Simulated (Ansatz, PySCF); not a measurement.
Gas-phase reaction in SMILES: [BH2] (BH2) -> [BH2] (BH2) as singlet, charge -1 (an electron is taken up)
Geometries: B3LYP-D3(BJ)/def2-TZVP minima from Ansatz (an electronic-structure program). Unstable Hartree-Fock reference: [BH2] (BH2) as singlet, charge -1.
Geometry of the first species:
SMILES: [BH2]
```xyz
3

B      0.1441    -0.0062    -0.0077
H     -0.4073    -1.0572    -0.0004
H     -0.3134     1.0880     0.0389
```
Charge 0, spin multiplicity 2.

Wanted: adiabatic electron affinity (0 K, with B3LYP-D3(BJ) harmonic zero-point energies from PySCF), positive where the reaction releases energy, in eV. Cores are frozen in the correlated levels unless marked. UHF or UKS for open shells. No spin-orbit coupling. No relativistic terms. Anions need diffuse functions: aug- sets have them; def2-D sets add few; the other sets have none. CBS marks a two-point X^-3 extrapolation of the correlation energy; Hartree-Fock from the larger set.

CCSD(T)/CBS(aug-cc-pVTZ,aug-cc-pVQZ) (Ansatz) gives 0.27 eV.

**Question.** Another calculation gave 0.13 eV. Which level was it?
A) TPSSh/def2-TZVPD (PySCF)
B) HF/def2-TZVPD (PySCF)
C) B97M-V/def2-TZVPD (Ansatz)
D) BLYP/def2-TZVPD (Ansatz)

**Answer.** D, BLYP/def2-TZVPD (Ansatz). The others give 0.00 (TPSSh), 0.32 (B97M-V), -1.11 (HF) eV.
